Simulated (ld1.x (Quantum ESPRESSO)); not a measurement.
# Cutoff test, Tb (Z = 65), TM

Tb (Z = 65), norm-conserving Troullier–Martins (Kleinman–Bylander form), made with ld1.x (Quantum ESPRESSO) 7.5 (PBEsol, scalar-relativistic). Core [Kr] 4d10 4f8, reference 5s2 5p6 5d1 6s0 6p0 (charge +2). Waves: 5s (bound): rc 2.15 bohr; 5p (bound): rc 2.30 bohr; 5d (bound): rc 1.95 bohr. Local part: all-electron potential smoothed inside 1.90 bohr (lloc = -1). Core correction: none.

The pseudo-atom Hamiltonian at the reference potential is diagonalised in spherical Bessel functions j_l(qr) that vanish at 20 bohr, with q² up to the cutoff. All-electron valence levels (Ry): 5s -4.7940, 6s -1.1079, 5p -3.0702, 6p -0.7819, 5d -1.1128.

Question: How do the lowest levels (Ry) of each channel move with the cutoff, and are there ghosts?

Answer:

```json
{"cutoff (Ry)": "8", "s #1": "-4.7533", "s #2": "-1.1386", "p #1": "-2.9569", "p #2": "-0.7574", "d #1": "-1.0252", "d #2": "-0.3996", "f #1": "-0.3169", "Σ f·Δε (mRy)": "848.8"}
{"cutoff (Ry)": "12", "s #1": "-4.7679", "s #2": "-1.1408", "p #1": "-3.0605", "p #2": "-0.7822", "d #1": "-1.0929", "d #2": "-0.4144", "f #1": "-0.3186", "Σ f·Δε (mRy)": "130.1"}
{"cutoff (Ry)": "15", "s #1": "-4.7795", "s #2": "-1.1408", "p #1": "-3.0688", "p #2": "-0.7857", "d #1": "-1.1054", "d #2": "-0.4173", "f #1": "-0.3192", "Σ f·Δε (mRy)": "44.5"}
{"cutoff (Ry)": "21", "s #1": "-4.7920", "s #2": "-1.1409", "p #1": "-3.0691", "p #2": "-0.7861", "d #1": "-1.1126", "d #2": "-0.4191", "f #1": "-0.3195", "Σ f·Δε (mRy)": "10.3"}
{"cutoff (Ry)": "25", "s #1": "-4.7923", "s #2": "-1.1411", "p #1": "-3.0697", "p #2": "-0.7861", "d #1": "-1.1127", "d #2": "-0.4192", "f #1": "-0.3196", "Σ f·Δε (mRy)": "5.9"}
{"cutoff (Ry)": "35", "s #1": "-4.7932", "s #2": "-1.1425", "p #1": "-3.0702", "p #2": "-0.7861", "d #1": "-1.1128", "d #2": "-0.4192", "f #1": "-0.3196", "Σ f·Δε (mRy)": "1.6"}
{"cutoff (Ry)": "40", "s #1": "-4.7938", "s #2": "-1.1429", "p #1": "-3.0702", "p #2": "-0.7861", "d #1": "-1.1128", "d #2": "-0.4192", "f #1": "-0.3196", "Σ f·Δε (mRy)": "0.5"}
{"cutoff (Ry)": "50", "s #1": "-4.7939", "s #2": "-1.1430", "p #1": "-3.0702", "p #2": "-0.7861", "d #1": "-1.1128", "d #2": "-0.4192", "f #1": "-0.3196", "Σ f·Δε (mRy)": "0.1"}
{"cutoff (Ry)": "400", "s #1": "-4.7940", "s #2": "-1.1430", "p #1": "-3.0702", "p #2": "-0.7861", "d #1": "-1.1128", "d #2": "-0.4192", "f #1": "-0.3196", "Σ f·Δε (mRy)": "0.0"}
```

Result: no extra level below or beside the all-electron valence levels (s, p, d, f tested); 10 mRy is reached at 25 Ry and 1 mRy at 40 Ry.

Its largest configuration-test error is +818 meV.
